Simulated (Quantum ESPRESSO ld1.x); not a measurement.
The numbers below are computed, except where a source is named.
Question: Species: neutral phosphorus. Configuration: [Ne] 3s2 3p3 (the NIST ground configuration). Code: ld1.x of Quantum ESPRESSO 7.5. Model: scalar-relativistic Kohn-Sham, LDA (Slater exchange, Perdew-Zunger correlation), spin-polarised, spherical densities, point nucleus; open shells are filled with parallel spins first. Some entries of the table are withheld. Estimate them.

| orbital | occ. | eigenvalue (Ry) | <r^2> (bohr^2) | r(max) (bohr) |
|---|---|---|---|---|
| 1s up | 1 | -152.565 | 0.01453 | 0.068 |
| 1s down | 1 | -152.540 | 0.01453 | 0.068 |
| 2s up | 1 | -12.7074 | 0.3256 | (1) |
| 2s down | 1 | -12.6793 | 0.3247 | (2) |
| 2p up | 3 | -9.13640 | 0.2978 | (3) |
| 2p down | 3 | -9.10121 | 0.2966 | (4) |
| 3s up | 1 | -1.08304 | 4.147 | 1.57 |
| 3s down | 1 | -0.91190 | 4.292 | 1.56 |
| 3p up | 3 | -0.45936 | (5) | 1.81 |
| 3p down | 0 | -0.30668 | (6) | 1.84 |

Answer: 
(1) 2s up r(max) (bohr): 0.420
(2) 2s down r(max) (bohr): 0.420
(3) 2p up r(max) (bohr): 0.355
(4) 2p down r(max) (bohr): 0.355
(5) 3p up <r^2> (bohr^2): 6.506
(6) 3p down <r^2> (bohr^2): 7.567
